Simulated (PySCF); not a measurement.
Can point charges reproduce the dipole moment of `C(C)#Cc1c(C)cccc1C#N`?

Coordinates (GFN2-xTB, Å) and charges (e) from the PBE0/pcSseg-1 density (PySCF):

```
atom       x       y       z  Mulliken      IAO  Hirshfeld  ESP-fitted
  C1   3.800   0.213  -0.320   -0.1981  -0.4377    -0.0913     -0.5854
  C2   2.363   0.209  -0.190   -0.3090  -0.0035    -0.0171     +0.3608
  C3   1.165   0.210  -0.081   +0.2456  -0.0900    -0.0636     -0.5798
  C4  -0.242   0.224   0.048   -0.0320   0.0000    +0.0136     +0.3731
  C5  -0.980  -0.965  -0.026   -0.3623  +0.0314    +0.0213     +0.2057
  C6  -0.267  -2.262  -0.246   -0.0938  -0.4257    -0.1163     -0.5451
  C7  -2.358  -0.906   0.105   -0.0141  -0.1452    -0.0408     -0.2753
  C8  -3.014   0.300   0.309   -0.0514  -0.1462    -0.0421     -0.1420
  C9  -2.296   1.477   0.384   +0.0300  -0.1345    -0.0356     -0.1753
 C10  -0.909   1.443   0.255   -0.2091  -0.0433    +0.0084     -0.2289
 C11  -0.165   2.642   0.329   +0.1022  +0.1457    +0.0740     +0.4879
 N12   0.426   3.623   0.392   -0.2397  -0.2406    -0.2218     -0.4884
 H13   4.123  -0.610  -0.958   +0.1480  +0.1737    +0.0631     +0.1820
 H14   4.259   0.100   0.663   +0.1532  +0.1775    +0.0655     +0.1913
 H15   4.129   1.156  -0.755   +0.1586  +0.1809    +0.0676     +0.2002
 H16   0.293  -2.229  -1.180   +0.1429  +0.1619    +0.0468     +0.1673
 H17   0.449  -2.438   0.556   +0.1427  +0.1620    +0.0466     +0.1658
 H18  -0.969  -3.091  -0.283   +0.1163  +0.1472    +0.0482     +0.1600
 H19  -2.932  -1.820   0.048   +0.0800  +0.1550    +0.0544     +0.1829
 H20  -4.089   0.317   0.408   +0.0982  +0.1615    +0.0573     +0.1635
 H21  -2.792   2.423   0.542   +0.0917  +0.1698    +0.0613     +0.1797
```

Q: What dipole does each set of charges give (1 e·Å = 4.803 D), and what does the density give?

A: The full density gives (-0.68, -4.29, -0.44) D, 4.36 D in size; dipole vectors point from the negative to the positive end.

```csv
scheme,μx,μy,μz,size (D),share of the full size (%),angle to the full dipole (°)
Mulliken,1.92,-5.62,-0.84,5.99,137,28
IAO,-0.39,-3.60,-0.39,3.64,83,3
Hirshfeld,-0.11,-3.21,-0.37,3.23,74,7
ESP-fitted,-0.67,-4.29,-0.45,4.37,100,0
```

Q: Which set comes closest?

A: Length of the difference vector: ESP-fitted 0.01 D, IAO 0.75 D, Hirshfeld 1.22 D, Mulliken 2.95 D. Closest: ESP-fitted. 

Q: What is left for the Hirshfeld atoms' own dipoles?

A: The Hirshfeld atoms' densities add up to the full density, so μ = Σ q r + Σ (atomic dipoles). The atomic dipoles sum to (-0.68, -4.29, -0.44) − (-0.11, -3.21, -0.37) = (-0.57, -1.08, -0.07) D, 1.22 D in size.

Q: With the origin at the mean of the coordinates, (0.000, 0.001, 0.000) Å, which are the largest single terms, by size, of the Mulliken dipole along the direction of the full one?

A: N12 +4.22, C5 -1.92, H18 +1.80, H17 +1.56, H16 +1.55 D; all 21 atoms together +5.30 D. The single terms depend on the origin, their sum doesn't.

Q: Give the size of the full dipole in other units.

A: 4.36 D = 1.717 au = 0.909 e·Å = 14.56 × 10⁻³⁰ C·m.

Isolated species at its GFN2-xTB geometry, gas phase.
